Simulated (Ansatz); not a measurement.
Ansatz (an electronic-structure program) input:

Ansatz 0.2 input:
```yaml
crystal:
  periodic: [false, false, false]
  atoms:
    - {symbol: C, position_ang: [-0.96798096, -1.14464249, -0.39569881]}
    - {symbol: C, position_ang: [0.21044488, -0.29318196, -0.04211909]}
    - {symbol: C, position_ang: [1.55264099, -0.94862034, -0.02363390]}
    - {symbol: C, position_ang: [0.05025823, 1.04512303, 0.25357996]}
    - {symbol: O, position_ang: [-1.00247187, 1.75129764, 0.28449531]}
    - {symbol: H, position_ang: [-1.11070197, -1.99527446, 0.29582404]}
    - {symbol: H, position_ang: [-1.87181333, -0.53147957, -0.36753207]}
    - {symbol: H, position_ang: [-0.89117574, -1.59364364, -1.40299560]}
    - {symbol: H, position_ang: [1.84388399, -1.38535606, -0.99883485]}
    - {symbol: H, position_ang: [2.32972068, -0.22466816, 0.24793753]}
    - {symbol: H, position_ang: [1.62471577, -1.78633187, 0.69721427]}
    - {symbol: H, position_ang: [1.02296678, 1.55430317, 0.49965522]}
basis:
  gaussian:
    orbitals: aug-cc-pVDZ
total_charge: -1
magnetization: {spin_polarized: false}
correlation: {method: ccsd_t, electrons: outside_noble_gas}
output: {forces: true}
```

Q: What final total energy does it print?

A: -231.27945 Eh (CCSD(T)/aug-cc-pVDZ). The basis has 178 functions. The run takes around 15 core-minutes (rough).

It need not be the lowest isomer of its formula. Whether it binds its extra electron was not tested at this geometry.
